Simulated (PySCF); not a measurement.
PySCF job for C3H5ClOSi, SMILES [Si@H]1(Cl)COC=C1, PBE/pcSseg-1. Coordinates come from a B3LYP-D3(BJ)/def2-SVP optimisation. The structure was generated by enumeration; whether it is a known compound was not checked. One conformer was computed; it need not be the lowest.

```python
import numpy as np
from pyscf import gto, scf, dft
from pyscf.prop.nmr import rks as nmr

mol = gto.M(
    atom='''
    Cl   -1.94971587   -0.73831312    0.66011013
    Si   -0.36502907   -0.28080477   -0.62520288
    C     1.26906091   -0.95458741   -0.12739927
    C     2.03775912    0.09476696    0.24529596
    O     1.60865619    1.36907117    0.18085587
    C     0.27877753    1.50394416   -0.37075850
    H    -0.87450246   -0.56439853   -1.99015651
    H     1.64347567   -1.97472249   -0.04946765
    H     3.06073102    0.03579519    0.63219829
    H    -0.31996824    2.10767757    0.32769749
    H     0.36300580    2.06092649   -1.31897939
    ''',
    basis='pcSseg-1',
    charge=0,
    spin=0,
    max_memory=1600,
    verbose=3,
)
mf = dft.RKS(mol, xc='pbe')
mf.grids.level = 3
mf.conv_tol = 1e-10
mf.max_cycle = 100
mf.kernel()
n = nmr.NMR(mf)
n.verbose = 2
n.max_cycle_cphf = 60
sigma = n.kernel()
print('atom   isotropic/ppm   span/ppm')
for i, s in enumerate(sigma):
    w = np.linalg.eigvalsh((s + s.T) / 2)
    print(f'{mol.atom_symbol(i):2s}{i + 1:3d} {w.mean():14.3f} {w[2] - w[0]:11.3f}')
```

Output:

```
converged SCF energy = -941.660931738979
atom   isotropic/ppm   span/ppm
Cl  1        881.554     144.273
Si  2        316.518      82.304
C   3         86.406     170.511
C   4          6.978     185.957
O   5        143.983     222.524
C   6        113.352      77.759
H   7         25.146       9.693
H   8         26.224       1.786
H   9         23.997       5.074
H  10         27.243       7.445
H  11         27.287       9.324
```

The calculation finished and met its thresholds.
